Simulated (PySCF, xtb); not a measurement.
1-fluorocyclopentene (C5H7F), SMILES FC1=CCCC1. The values are those of a single conformer.

Harmonic wavenumbers (cm⁻¹) from xtb with GFN2-xTB at its own minimum, in rising order: 105, 249, 370, 436, 558, 653, 784, 824, 895, 923, 967, 1013, 1051, 1098, 1110, 1165, 1187, 1210, 1230, 1291, 1301, 1326, 1465, 1477, 1496, 1740, 2944, 2951, 2987, 2994, 3002, 3021, 3148.

Task: What does PBE-D3(BJ)/def2-SVP run with PySCF 2.14.0 give at its own minimum? (Estimate from the structure and the level; the computed values follow.)

Result: 153, 252, 394, 455, 564, 632, 785, 802, 871, 885, 904, 948, 1017, 1020, 1097, 1152, 1172, 1209, 1223, 1274, 1285, 1340, 1401, 1410, 1428, 1699, 2939, 2952, 2995, 3007, 3018, 3058, 3159. Paired by order, the mean absolute difference is 26 cm⁻¹ and the zero-point energies are 67.1 and 66.5 kcal/mol.
